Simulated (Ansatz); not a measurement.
# Cu⁺ ··· SiH3Cl

The pair of Cu⁺ (SMILES [Cu+], atom 1) and SiH3Cl (SMILES [SiH3]Cl, atoms 2–6), both closed shells, in one local arrangement (a lower one may exist), relaxed at PBE0-D4/def2-TZVP:

```
6
angstrom
Cu 0.0859 -0.0504 -2.8513
Si -0.1130 -0.0945 0.7551
Cl 0.7712 0.8667 -0.9769
H 0.3566 -1.4884 0.6701
H -1.5635 0.0657 0.5522
H 0.4629 0.7008 1.8507
```

Program: Ansatz 0.2.0. Basis: def2-TZVPPD, with def2-QZVPPD for the basis limit. Cores are frozen in the correlated methods. The 3s and 3p shells of Cu and Zn are frozen; filled d shells are correlated. B3LYP uses VWN-RPA correlation. Extrapolation: Hartree–Fock as exp(−7.88 √X), correlation as X^−2.97. Interaction energies count from these two fragments, frozen as in the pair, with the counterpoise correction; negative means bound.

Problem. What is the interaction energy by CCSD(T) at an estimated basis limit (MP2 extrapolated from triple and quadruple zeta, plus CCSD(T) − MP2 in triple zeta)? (Judge from chemistry; the value comes from the calculation.)

Solution. By the calculation: -157.3 kJ/mol. Hartree–Fock alone gives -96.2 kJ/mol at the basis limit. It counts from the two fragments frozen as in the pair.

The same quantity by other methods in triple zeta, and each one's difference from that estimate:
| method | E_int (kJ/mol) | difference |
| --- | --- | --- |
| PBE-D4 | -194.3 | -37.0 |
| revPBE-D4 | -177.7 | -20.3 |
| BLYP-D4 | -190.3 | -33.0 |
| r2SCAN-D4 | -191.7 | -34.4 |
| B97M-V | -182.8 | -25.4 |
| PBE0-D4 | -170.4 | -13.0 |
| B3LYP-D4 | -173.7 | -16.3 |
| HSE06-D4 | -169.9 | -12.6 |
| wB97X-V | -162.0 | -4.6 |
| wB97M-V | -160.8 | -3.4 |
| B2PLYP | -159.1 | -1.7 |
| HF | -94.4 | 63.0 |
| MP2 | -146.3 | 11.1 |
| CCSD | -131.6 | 25.7 |
| CCSD(T) | -138.4 | 19.0 |
Differences are method less estimate.

Problem. Which atoms make the shortest contact between the fragments?

Solution. Cu1 and Cl3, 2.20 Å apart.

Energy to bend the free fragments (PBE0-D4 minima) into their shapes in the pair, CCSD(T)/def2-TZVPPD: SiH3Cl 13.8 kJ/mol. This must be added to the interaction energy to get the binding energy from relaxed fragments.

Basis-set superposition shift (counterpoise-corrected less uncorrected): CCSD(T) 6.4; MP2 5.8; HF 1.2; PBE0-D4 1.4; wB97M-V 1.2 kJ/mol.

The T1 diagnostic stays at or below 0.018.

For scale, one of the runs: CCSD(T)/def2-TZVPPD, 217 basis functions, launched by `ansatz run in.yaml --threads 4 --pin off --events-out ev --progress --plain --max-ram 9574MiB`. Hardware: 4 CPU threads of an Arm Neoverse V1, shared host. Wall time 50 s; peak host memory 2.8 GiB.
